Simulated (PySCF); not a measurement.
H₇NO₂Si₂.

```xyz
12

N     -2.1686     0.3961     0.7738
Si    -0.9596     0.0190    -0.3873
O     -0.6024    -1.6067    -0.3214
O      0.5160     0.7307    -0.1360
Si     2.0858     0.2713     0.1714
H     -2.0057     0.2420     1.7650
H     -2.7647     1.2051     0.6265
H     -1.4828     0.4758    -1.6959
H     -1.3531    -2.2055    -0.2370
H      2.9020     1.5102     0.2992
H      2.1759    -0.4978     1.4466
H      2.6315    -0.5599    -0.9391
```
Charge 0, spin multiplicity 1.

The structure is a stationary point at B3LYP-D3(BJ)/def2-SVP. The structure was generated by enumeration; whether it is a known compound was not checked. One conformer was computed; it need not be the lowest.

All values below come from PBE0/pcSseg-1 (PySCF). Non-relativistic, no solvent.

Computed absolute GIAO shielding of each atom: isotropic value and principal components (ppm):
```json
[
 {"atom": "N1", "σ(iso)": "227.7", "σ11": "204.7", "σ22": "209.9", "σ33": "268.5", "span": "63.8"},
 {"atom": "Si2", "σ(iso)": "395.6", "σ11": "367.3", "σ22": "398.4", "σ33": "421.1", "span": "53.7"},
 {"atom": "O3", "σ(iso)": "279.5", "σ11": "245.0", "σ22": "282.0", "σ33": "311.4", "span": "66.4"},
 {"atom": "O4", "σ(iso)": "286.8", "σ11": "262.6", "σ22": "280.6", "σ33": "317.2", "span": "54.6"},
 {"atom": "Si5", "σ(iso)": "392.0", "σ11": "350.4", "σ22": "358.8", "σ33": "466.8", "span": "116.4"},
 {"atom": "H6", "σ(iso)": "30.4", "σ11": "24.0", "σ22": "26.4", "σ33": "40.8", "span": "16.8"},
 {"atom": "H7", "σ(iso)": "30.2", "σ11": "24.4", "σ22": "25.5", "σ33": "40.8", "span": "16.4"},
 {"atom": "H8", "σ(iso)": "26.8", "σ11": "23.4", "σ22": "24.2", "σ33": "32.7", "span": "9.4"},
 {"atom": "H9", "σ(iso)": "29.9", "σ11": "22.0", "σ22": "24.4", "σ33": "43.1", "span": "21.1"},
 {"atom": "H10", "σ(iso)": "26.4", "σ11": "23.2", "σ22": "24.6", "σ33": "31.5", "span": "8.3"},
 {"atom": "H11", "σ(iso)": "26.2", "σ11": "22.9", "σ22": "24.9", "σ33": "31.0", "span": "8.1"},
 {"atom": "H12", "σ(iso)": "26.2", "σ11": "23.0", "σ22": "24.7", "σ33": "31.1", "span": "8.1"}
]
```
